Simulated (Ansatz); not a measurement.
One change: `[AlH2][SiH]1C[SiH2]1` becomes `O[SiH]1C[SiH2]1`.

Ansatz, PBE0-D4/def2-TZVP geometries, multiplicity 1. Each molecule was computed in one conformer, which needn't be the lowest.

```
                                      property  `[AlH2][SiH]1C[SiH2]1`
size of the dipole moment (PBE/def2-TZVPP) / D                    1.94
         HOMO–LUMO gap (B3LYP/def2-TZVPP) / eV                    4.41
           HOMO energy (B3LYP/def2-TZVPP) / eV                   -6.55
       HOMO–LUMO gap (ωB97M-V/def2-TZVPP) / eV                    8.33
zero-point energy (PBE0-D4/def2-TZVP) / kJ/mol                   172.6
           HOMO–LUMO gap (PBE/def2-TZVPP) / eV                    3.17
```

Question: Give the same properties after the change, and the shifts. (Estimate.)

Answer: Ansatz gave: 
| property | `O[SiH]1C[SiH2]1` | shift |
| --- | --- | --- |
| size of the dipole moment (PBE/def2-TZVPP) / D | 2.26 | 0.32 |
| HOMO–LUMO gap (B3LYP/def2-TZVPP) / eV | 4.85 | 0.44 |
| HOMO energy (B3LYP/def2-TZVPP) / eV | -6.00 | 0.55 |
| HOMO–LUMO gap (ωB97M-V/def2-TZVPP) / eV | 9.10 | 0.77 |
| zero-point energy (PBE0-D4/def2-TZVP) / kJ/mol | 173.2 | 0.6 |
| HOMO–LUMO gap (PBE/def2-TZVPP) / eV | 3.41 | 0.24 |

With PBE0 the HOMO rises by 0.56 eV and the LUMO rises by 1.02 eV, so the gap widens by about 0.46 eV. PBE moves the HOMO by 0.66 eV and ωB97M-V by 0.39 eV. The zero-point energy changes by 0.6 kJ/mol with -3 modes. Dipoles are sizes alone; their direction can turn.

B3LYP here is the variant with VWN-RPA as its local correlation; programs differ in this.
